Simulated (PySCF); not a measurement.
F₃Sc, charge -1, sextet, geometry from GFN2-xTB of the parent state (such geometries of metal compounds can be far from the true shape) (the multiplicity is a formal guess); B3LYP/STO-3G in PySCF.

PySCF was given this input:
```python
from pyscf import gto, scf, dft

mol = gto.Mole()
mol.atom = '''
    Sc   -0.00000000   -0.00000000    0.00000000
    F    -1.55788298   -0.96553266    0.06591834
    F    -0.00103869    1.69583093   -0.69839409
    F     1.55892167   -0.73029827    0.63247575
'''
mol.basis = 'sto-3g'
mol.charge = -1
mol.spin = 5
mol.verbose = 4
mol.build()

mf = dft.UKS(mol)
mf.xc = 'b3lyp'
mf.kernel()
```

The log (banner, timings and long lists left out):

```
PySCF version 2.14.0

[INPUT] verbose = 4
[INPUT] num. atoms = 4
[INPUT] num. electrons = 49
[INPUT] charge = -1
[INPUT] spin (= nelec alpha-beta = 2S) = 5
[INPUT] symmetry False subgroup None
[INPUT] Mole.unit = angstrom
[INPUT] Symbol           X                Y                Z      unit          X                Y                Z       unit  Magmom
[...]
nuclear repulsion = 204.079963617464
number of shells = 17
number of NR pGTOs = 99
number of NR cGTOs = 33
basis = sto-3g
ecp = {}

******** <class 'pyscf.dft.uks.UKS'> ********
method = UKS
initial guess = minao
damping factor = 0
level_shift factor = 0
DIIS = <class 'pyscf.scf.diis.CDIIS'>
diis_start_cycle = 1
diis_space = 8
diis_damp = 0
SCF conv_tol = 1e-09
SCF conv_tol_grad = None
SCF max_cycles = 50
direct_scf = True
direct_scf_tol = 1e-13
number electrons alpha = 27  beta = 22
XC library pyscf.dft.libxc version 7.1.2
    S. Lehtola, C. Steigemann, M. J. T. Oliveira, and M. A. L. Marques,  SoftwareX 7, 1–5 (2018)
XC functionals = b3lyp
    P. J. Stephens, F. J. Devlin, C. F. Chabalowski, and M. J. Frisch,  J. Phys. Chem. 98, 11623 (1994)
radial grids:
    Treutler-Ahlrichs [JCP 102, 346 (1995); DOI:10.1063/1.469408] (M4) radial grids

becke partition: Becke, JCP 88, 2547 (1988); DOI:10.1063/1.454033
pruning grids: <function nwchem_prune>
grids dens level: 3
symmetrized grids: False
atomic radii adjust function: <function treutler_atomic_radii_adjust>
small_rho_cutoff = 0
Set gradient conv threshold to 3.16228e-05
tot grids = 63432
init E= -1047.66604321431

cycle= 1 E= -1047.58366968574  delta_E= 0.0824  |g|= 0.107  |ddm|= 2.91

cycle= 2 E= -1047.37559673687  delta_E= 0.208  |g|= 0.499  |ddm|= 0.816

cycle= 3 E= -1047.58252478929  delta_E= -0.207  |g|= 0.134  |ddm|= 0.829

cycle= 4 E= -1047.48772930394  delta_E= 0.0948  |g|= 0.376  |ddm|= 0.574

cycle= 5 E= -1047.59759369541  delta_E= -0.11  |g|= 0.0342  |ddm|= 0.514

cycle= 6 E= -1047.60168685306  delta_E= -0.00409  |g|= 0.0449  |ddm|= 0.238

cycle= 7 E= -1047.60383942301  delta_E= -0.00215  |g|= 0.0742  |ddm|= 0.205

cycle= 8 E= -1047.6028732311  delta_E= 0.000966  |g|= 0.0776  |ddm|= 0.0211

cycle= 9 E= -1047.6017497862  delta_E= 0.00112  |g|= 0.0812  |ddm|= 0.0261

cycle= 10 E= -1047.60235680699  delta_E= -0.000607  |g|= 0.0781  |ddm|= 0.00904

cycle= 11 E= -1047.60874856029  delta_E= -0.00639  |g|= 0.0544  |ddm|= 0.162

cycle= 12 E= -1047.61075258444  delta_E= -0.002  |g|= 0.0504  |ddm|= 0.129

[...]

cycle= 21 E= -1047.61511293903  delta_E= -0.00054  |g|= 0.0211  |ddm|= 0.0941

cycle= 22 E= -1047.61572974433  delta_E= -0.000617  |g|= 0.0136  |ddm|= 0.179

cycle= 23 E= -1047.61589857957  delta_E= -0.000169  |g|= 0.0239  |ddm|= 0.17

cycle= 24 E= -1047.61561033042  delta_E= 0.000288  |g|= 0.0274  |ddm|= 0.0468

cycle= 25 E= -1047.6157397686  delta_E= -0.000129  |g|= 0.0322  |ddm|= 0.107

cycle= 26 E= -1047.61681754252  delta_E= -0.00108  |g|= 0.0165  |ddm|= 0.145

cycle= 27 E= -1047.61576420426  delta_E= 0.00105  |g|= 0.0154  |ddm|= 0.21

cycle= 28 E= -1047.61573833839  delta_E= 2.59e-05  |g|= 0.00759  |ddm|= 0.207

cycle= 29 E= -1047.61608100526  delta_E= -0.000343  |g|= 0.0104  |ddm|= 0.099

cycle= 30 E= -1047.61636328878  delta_E= -0.000282  |g|= 0.00713  |ddm|= 0.0683

cycle= 31 E= -1047.61676575761  delta_E= -0.000402  |g|= 0.00666  |ddm|= 0.147

cycle= 32 E= -1047.61685300098  delta_E= -8.72e-05  |g|= 0.0049  |ddm|= 0.0482

cycle= 33 E= -1047.61706061187  delta_E= -0.000208  |g|= 0.0103  |ddm|= 0.144

cycle= 34 E= -1047.61697569613  delta_E= 8.49e-05  |g|= 0.0186  |ddm|= 0.119

cycle= 35 E= -1047.61696542149  delta_E= 1.03e-05  |g|= 0.019  |ddm|= 0.01

cycle= 36 E= -1047.61707657835  delta_E= -0.000111  |g|= 0.015  |ddm|= 0.0283

cycle= 37 E= -1047.61725742638  delta_E= -0.000181  |g|= 0.00222  |ddm|= 0.0706

cycle= 38 E= -1047.61731701568  delta_E= -5.96e-05  |g|= 0.0023  |ddm|= 0.0508

cycle= 39 E= -1047.61734370946  delta_E= -2.67e-05  |g|= 0.00403  |ddm|= 0.0568

cycle= 40 E= -1047.61736322813  delta_E= -1.95e-05  |g|= 0.00138  |ddm|= 0.0191

cycle= 41 E= -1047.61735537744  delta_E= 7.85e-06  |g|= 0.00126  |ddm|= 0.016

cycle= 42 E= -1047.61736056708  delta_E= -5.19e-06  |g|= 0.000872  |ddm|= 0.0486

cycle= 43 E= -1047.61738033027  delta_E= -1.98e-05  |g|= 0.000733  |ddm|= 0.0557

cycle= 44 E= -1047.61740216255  delta_E= -2.18e-05  |g|= 0.00116  |ddm|= 0.0384

cycle= 45 E= -1047.61738558463  delta_E= 1.66e-05  |g|= 0.000877  |ddm|= 0.0317

cycle= 46 E= -1047.61737706856  delta_E= 8.52e-06  |g|= 0.001  |ddm|= 0.0265

cycle= 47 E= -1047.61736634089  delta_E= 1.07e-05  |g|= 0.00089  |ddm|= 0.0554

cycle= 48 E= -1047.61736648628  delta_E= -1.45e-07  |g|= 0.000626  |ddm|= 0.0248

cycle= 49 E= -1047.61736838401  delta_E= -1.9e-06  |g|= 0.000374  |ddm|= 0.0151

cycle= 50 E= -1047.61736768961  delta_E= 6.94e-07  |g|= 0.000374  |ddm|= 0.00307
SCF not converged.
SCF energy = -1047.61736768961 after 50 cycles  <S^2> = 8.7583803  2S+1 = 6.0027928
```

Convergence was not reached.
